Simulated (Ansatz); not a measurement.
F$_{2}$H$_{5}$NOSi$_{2}$, SMILES `O[SiH](F)N[SiH2]F`, relaxed with RKS PBE0-D4/def2-TZVP in the Gaussian-basis code of Ansatz from a PBE-D4/def2-SVP geometry. The force threshold is 0.005 eV/Å; the program also tests the step.

The species carries charge 0 and has multiplicity 1.

Start:

```xyz
11

O     0.104   -2.433   -0.837
Si   -0.748   -1.033   -0.544
F    -2.179   -1.583    0.009
N     0.022   -0.023    0.646
Si    0.464    1.655    0.523
F     2.024    1.825    0.036
H     1.061   -2.317   -0.965
H    -1.004   -0.190   -1.749
H     0.281   -0.489    1.524
H     0.372    2.292    1.875
H    -0.396    2.297   -0.519
```

```csv
step,energy (eV),largest force (eV/Å),largest move (Å)
1,-24803.1297,1.023,0.000
2,-24803.2186,0.626,0.029
3,-24803.2514,0.090,0.032
4,-24803.2520,0.069,0.008
5,-24803.2531,0.026,0.051
6,-24803.2533,0.008,0.009
7,-24803.2533,0.007,0.008
8,-24803.2533,0.011,0.009
9,-24803.2534,0.005,0.008
10,-24803.2534,0.003,0.006
```

End:

```xyz
11

O     0.081   -2.411   -0.786
Si   -0.723   -1.017   -0.528
F    -2.144   -1.505   -0.014
N     0.043   -0.025    0.637
Si    0.447    1.635    0.523
F     1.954    1.837    0.024
H     1.015   -2.357   -0.992
H    -0.921   -0.206   -1.743
H     0.307   -0.483    1.501
H     0.367    2.260    1.861
H    -0.428    2.272   -0.483
```

Hardware: 2 threads of an AMD EPYC 7R13 on a shared host and a share of an NVIDIA H100 80 GB. Wall time 16 s, peak host memory 0.88 GiB.
